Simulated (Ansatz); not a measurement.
Input file for C2H10B2Si (`BC(C)B[SiH3]`):

```yaml
crystal:
  periodic: [false, false, false]
  atoms:
    - {symbol: B, position_ang: [-0.923182, 1.151274, 0.678576]}
    - {symbol: C, position_ang: [0.102740, -0.017714, 0.727373]}
    - {symbol: C, position_ang: [0.152354, -0.856359, 1.995050]}
    - {symbol: B, position_ang: [0.004495, -0.699229, -0.649169]}
    - {symbol: Si, position_ang: [0.475779, 0.203584, -2.388045]}
    - {symbol: H, position_ang: [-1.616404, 1.378435, 1.629027]}
    - {symbol: H, position_ang: [-0.990148, 1.870640, -0.276161]}
    - {symbol: H, position_ang: [0.950909, 0.707834, 0.649108]}
    - {symbol: H, position_ang: [1.057874, -1.465757, 2.042417]}
    - {symbol: H, position_ang: [-0.698793, -1.540143, 2.026327]}
    - {symbol: H, position_ang: [0.114626, -0.239390, 2.896033]}
    - {symbol: H, position_ang: [-0.432542, -1.818166, -0.697037]}
    - {symbol: H, position_ang: [1.128134, 1.532861, -2.212057]}
    - {symbol: H, position_ang: [1.403105, -0.659296, -3.176731]}
    - {symbol: H, position_ang: [-0.750546, 0.400625, -3.215110]}
basis:
  gaussian: {orbitals: def2-TZVPP}
correlation: {method: ccsd_t}
```

```sh
$ ansatz run in.yaml --threads 4 --pin off --events-out ev --progress --plain --max-ram 10444MiB
```

The program prints (abridged):

```
Functional definition: HF
1756 factors; integrals over basis functions are off by at most 9.6e-4 eV
mean field evaluation 1: about -11420.9365 eV, gradient 3.5e1 eV
mean field evaluation 2: about -11421.1299 eV, gradient 3.5e1 eV
mean field evaluation 4: about -11425.0952 eV, gradient 4.5e0 eV
mean field evaluation 8: about -11425.1752 eV, gradient 2.1e-1 eV
mean field -11425.17552971 eV, -419.8674564548 hartree, gradient 6.1e-6 eV, S^2 0.000000; 0 other end points of the search recorded, 0 dependent functions left out
9 core orbitals not correlated: weight in the atoms' cores, before any rotation towards them, 1.000 or more for the frozen orbitals, at most 0.000 for the correlated occupied ones
reference -11425.17552971 eV, -419.8674564548 hartree; 14, 14 occupied and 283, 283 virtual orbitals, 1756 factors
second order -18.56221269 eV of doubles, -0.00000000 eV of singles
cycle   1  -19.87061633 eV  change    -1.3e0 eV  update   9.8e-2
cycle   2  -20.45982179 eV  change   -5.9e-1 eV  update   3.0e-2
cycle   3  -20.53385670 eV  change   -7.4e-2 eV  update   1.3e-2
cycle   4  -20.52527128 eV  change    8.6e-3 eV  update   4.4e-3
cycle   5  -20.52408475 eV  change    1.2e-3 eV  update   2.0e-3
cycle   6  -20.52386390 eV  change    2.2e-4 eV  update   6.7e-4
cycle   7  -20.52377018 eV  change    9.4e-5 eV  update   2.2e-4
cycle   8  -20.52383901 eV  change   -6.9e-5 eV  update   9.2e-5
cycle   9  -20.52385109 eV  change   -1.2e-5 eV  update   3.4e-5
perturbative correction -0.77486690 eV, -0.0284758332 hartree
Total energy: -11446.47424770 eV, -420.6501699041 hartree
```

It took 11 min on 4 threads of an AMD EPYC 7R43 on a shared host, with 4 GiB of host memory at the peak.

Correlation energy per correlated electron: -0.761 eV. T1 diagnostic: 0.0126.
